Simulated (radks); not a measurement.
The nuclear charge of neutral zinc is varied continuously with 30 electrons held in [Ar] 3d10 4s2. Method: Dirac Kohn-Sham, PBE, spin-unpolarised, spherical densities, finite nucleus; Fermi nuclear charge, rms radius 3.9283 fm; computed with a radial shooting solver on a logarithmic mesh with Libxc functionals. By the Hellmann-Feynman theorem dE/dZ = E(electron-nucleus)/Z, the electronic potential at the nucleus (averaged over a nucleus of fixed radius).

Z,E (hartree),E(electron-nucleus)/Z (hartree),HOMO,e(HOMO) (eV),<r> HOMO (bohr)
29.8,-1767.32039,-143.114,4s1/2,-4.267,2.782
29.9,-1781.66485,-143.775,4s1/2,-5.106,2.716
30,-1796.07534,-144.435,4s1/2,-5.978,2.655
30.1,-1810.55179,-145.094,4s1/2,-6.883,2.598
30.2,-1825.09413,-145.753,4s1/2,-7.819,2.545
30.3,-1839.70232,-146.411,4s1/2,-8.785,2.496
30.4,-1854.37629,-147.068,4s1/2,-9.780,2.449
30.5,-1869.11600,-147.726,4s1/2,-10.804,2.405
30.6,-1883.92141,-148.382,4s1/2,-11.856,2.364
30.7,-1898.79248,-149.039,4s1/2,-12.935,2.324
30.8,-1913.72918,-149.695,4s1/2,-14.041,2.287
30.9,-1928.73147,-150.351,4s1/2,-15.173,2.251
31,-1943.79932,-151.006,4s1/2,-16.330,2.217

The central difference of E at Z = 30 is -144.435 hartree, to compare with the third column; the second derivative is -6.6 hartree.
